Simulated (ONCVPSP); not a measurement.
**How hard is this Fe ONCV potential?**

| Property | Result |
| --- | --- |
| Element | Fe (Z = 26) |
| Generator | ONCVPSP 4.0.1 |
| Type | optimised norm-conserving Vanderbilt (ONCV) |
| Functional | PBE |
| Relativity | scalar-relativistic |
| Frozen core | [Ne] |
| Valence charge | 16 |
| Reference configuration | 3s2 3p6 3d7 4s1 |
| Partial waves | 3s+4s: rc 1.25 bohr, ncon 3, nbas 7, qcut 12.2 1/bohr, 2 projectors; 3p: rc 1.25 bohr, ncon 3, nbas 7, qcut 10.7 1/bohr, 2 projectors, debl 2 Ha; 3d: rc 1.80 bohr, ncon 4, nbas 8, qcut 10.5 1/bohr, 2 projectors, debl 2.8 Ha |
| Local potential | polynomial inside 0.85 bohr (lpopt 5, dvloc0 2 Ha) |
| Core correction | Teter function, fcfact 3.25, rcfact 1.15 |

In the p channel the program set the typed energies aside and used -2.045, 0.250 Ha.

Problem. For each optimised wave give the share of its norm inside rc, the residual kinetic energy above qcut (Ha) and the cutoffs (Ha) for errors of 10, 1, 0.1 and 0.01 mHa per electron.

Solution.

| wave | norm inside rc | residual KE | 10 mHa | 1 mHa | 0.1 mHa | 0.01 mHa |
| --- | --- | --- | --- | --- | --- | --- |
| 3s | 0.912 | 3.4e-08 | 35.0 | 45.6 | 54.3 | 61.3 |
| 4s | 0.028 | 4.9e-09 | 20.3 | 35.4 | 46.4 | 55.3 |
| 3p | 0.866 | 3.8e-08 | 26.4 | 34.1 | 40.9 | 46.5 |
| p projector 2 | 0.047 | 1.1e-08 | 19.5 | 28.0 | 35.5 | 41.8 |
| 3d | 0.808 | 4.6e-06 | 29.8 | 35.9 | 40.9 | 46.9 |
| d projector 2 | 0.229 | 3.2e-07 | 33.4 | 40.5 | 45.9 | 50.2 |

The occupied waves need 46 Ha and 54 Ha for 1 and 0.1 mHa.
